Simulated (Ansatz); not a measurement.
Geometry optimisation, RKS r2SCANh-D4/def2-SVP in Ansatz 0.2.0.

input.yaml

```yaml
crystal:
  periodic: [false, false, false]
  atoms:
    - { symbol: Al, position_ang: [-1.08467, 2.03788, 0.03738] }
    - { symbol: C, position_ang: [-0.1338, 0.39778, -0.53513] }
    - { symbol: C, position_ang: [0.13464, -0.39514, 0.53381] }
    - { symbol: Al, position_ang: [1.08386, -2.03658, -0.03675] }
    - { symbol: H, position_ang: [-1.3532, 2.13584, 1.56374] }
    - { symbol: H, position_ang: [-1.58331, 3.21667, -0.84238] }
    - { symbol: H, position_ang: [0.56401, -1.36862, 1.24979] }
    - { symbol: H, position_ang: [-0.19879, -0.028, 1.51505] }
    - { symbol: H, position_ang: [1.35498, -2.1414, -1.56088] }
    - { symbol: H, position_ang: [1.58251, -3.21739, 0.84166] }
basis:
  gaussian: { orbitals: def2-SVP }
hamiltonian:
  xc: r2scanh
  dispersion: d4
relax:
  f_tol: 0.02
  max_steps: 50
```

Run as:

```bash
$ ansatz run input.yaml --threads 2 --pin off --max-ram 3072MiB --backend cpu --events-out ev --progress --plain --runs-dir out
```

**Question.** Where does it end, and by what steps?

**Answer.** The forces met the threshold. After 13 steps the energy has fallen by 5.162 eV; H6 moved furthest, 1.60 Å. Parted: C3–Al4, Al4–H7. Joined: C2–Al4.

| step | energy less start (eV) | largest force component (eV/Å) | accepted |
| --- | --- | --- | --- |
| 0 | 0.0000 | 3.549 | yes |
| 1 | -1.2891 | 2.157 | yes |
| 2 | -2.4749 | 1.473 | yes |
| 3 | -3.4144 | 1.754 | yes |
| 4 | -4.1486 | 1.060 | yes |
| 5 | -4.5891 | 1.049 | yes |
| 6 | -4.8271 | 0.677 | yes |
| 7 | -4.9618 | 0.458 | yes |
| 8 | -5.0714 | 0.254 | yes |
| 9 | -5.1359 | 0.112 | yes |
| 10 | -5.1565 | 0.146 | yes |
| 11 | -5.1616 | 0.085 | yes |
| 12 | -5.1621 | 0.038 | yes |
| 13 | -5.1621 | 0.002 | yes |

```xyz
10
Properties=species:S:1:pos:R:3
Al -0.795 1.530 -0.121
C 0.035 -0.162 0.376
C 0.012 -0.461 1.701
Al 0.894 -1.484 -0.770
H -1.424 2.413 1.045
H -0.852 2.027 -1.629
H 0.444 -1.384 2.121
H -0.442 0.196 2.462
H 1.005 -1.287 -2.343
H 1.489 -2.786 -0.075
```

Whether the end is a true minimum wasn't checked by a vibrational analysis.

Run time: 48 s on 2 threads of Arm Neoverse V1, on a shared host, peak memory 0.21 GiB.
